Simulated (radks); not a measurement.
The numbers below are computed, except where a source is named.
Neutral manganese inside a hard spherical wall (all orbitals vanish at R), configuration held at [Ar] 3d5 4s2 and not refilled when levels cross. Code: a radial shooting solver on a logarithmic mesh with Libxc functionals. Model: scalar-relativistic Kohn-Sham, r2SCAN, spin-polarised, spherical densities, finite nucleus; open shells are filled with parallel spins first; meta-GGA in the generalised Kohn-Sham scheme; Fermi nuclear charge, rms radius 3.7057 fm. Eigenvalues in eV for spin up, with the zero of energy where the potential of the charges vanishes at infinity; a dash marks a level that is unbound or too diffuse for the functional's potential to be trusted. A positive occupied level is held by the wall or, in an anion where self-interaction has pushed it up, behind a barrier. The pressure on the wall is -dE/dV.

R (bohr)  E (hartree)  kinetic (hartree)    e(3s)    e(3p)   e(3d)   e(4s)  e(4p, empty)  e(5s, empty)  pressure (GPa)
free      -1158.74197           1171.573  -91.001  -58.445  -8.707  -5.759        -1.263             -               0
20        -1158.74197           1171.573  -91.001  -58.445  -8.707  -5.759        -1.263             -        < 0.0001
15        -1158.74197           1171.573  -91.001  -58.444  -8.707  -5.759        -1.262         1.703        < 0.0001
12        -1158.74192           1171.573  -90.996  -58.439  -8.701  -5.754        -1.251         2.300        0.000832
10        -1158.74153           1171.577  -90.960  -58.403  -8.667  -5.726        -1.198         3.236          0.0117
7         -1158.72922           1171.657  -90.430  -57.873  -8.154  -5.278        -0.438         7.865           0.674
6         -1158.70336           1171.789  -89.753  -57.197  -7.509  -4.627         0.612        12.531            2.79
5         -1158.62270           1172.133  -88.336  -55.791  -6.176  -3.017         3.041        22.062            12.9
4         -1158.34823           1173.142  -85.203  -52.710  -3.226   1.473         9.237        43.666            72.6
3         -1157.21204           1176.896  -77.396  -45.099   4.562  17.045        28.581        102.08             595
2         -1149.89560           1199.887  -51.152  -18.383  34.893  96.455        115.39        319.72           10900
